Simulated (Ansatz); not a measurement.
Ansatz (an electronic-structure program) job for CH₄S₂Zn, SMILES C[S][Zn][SH], CAM-B3LYP/def2-SVPD. The structure is a stationary point at PBE0-D3(BJ)/def2-SVP. The values are those of a single conformer.

Ansatz 0.2 input:
```yaml
crystal:
  periodic: [false, false, false]
  atoms:
    - {symbol: Zn, position_ang: [-0.17168223, 0.20635361, 0.25932647]}
    - {symbol: S, position_ang: [-1.69770156, 1.75035943, 0.42384972]}
    - {symbol: H, position_ang: [-2.69485537, 0.84117688, 0.52039435]}
    - {symbol: S, position_ang: [1.35874188, -1.32678779, 0.09605809]}
    - {symbol: C, position_ang: [1.45949749, -1.51364755, -1.72146272]}
    - {symbol: H, position_ang: [0.51139373, -1.85660105, -2.15848558]}
    - {symbol: H, position_ang: [2.22025291, -2.28316581, -1.91352221]}
    - {symbol: H, position_ang: [1.78004534, -0.58727947, -2.21792941]}
basis:
  gaussian:
    orbitals: def2-SVPD
hamiltonian:
  xc: {name: CAM-B3LYP}
```

Output:

```
WARN ansatz: RAYON_NUM_THREADS=1 ignored (pool sized by the plan → 1); use --threads N
Functional definition: CAM-B3LYP
integrals: 0.11 GiB planned
1393 factors; their error is unknown
integrals: 0.14 GiB planned
427 factors; integrals over basis functions are off by at most 2.4e-5 eV
mean field: 0.94 GiB planned
mean field evaluation 1: about -71179.2157 eV, gradient 4.4e1 eV
mean field evaluation 2: about -71178.4977 eV, gradient 5.2e1 eV
mean field evaluation 4: about -71183.1481 eV, gradient 1.3e0 eV
mean field evaluation 8: about -71183.1533 eV, gradient 3.3e-2 eV
mean field evaluation 16: about -71183.3855 eV, gradient 3.2e-5 eV
mean field -71183.38547740 eV, -2615.9411664628 hartree, gradient 3.2e-5 eV, S^2 0.000000; 0 other end points of the search recorded, 0 dependent functions left out
reference -71183.38561722 eV, -2615.9411716012 hartree; 36, 36 occupied and 104, 104 virtual orbitals, 1393 factors
Total energy: -71183.38561722 eV, -2615.9411716012 hartree
```

Self-consistency was reached.

Cost: very roughly 7 core-seconds.
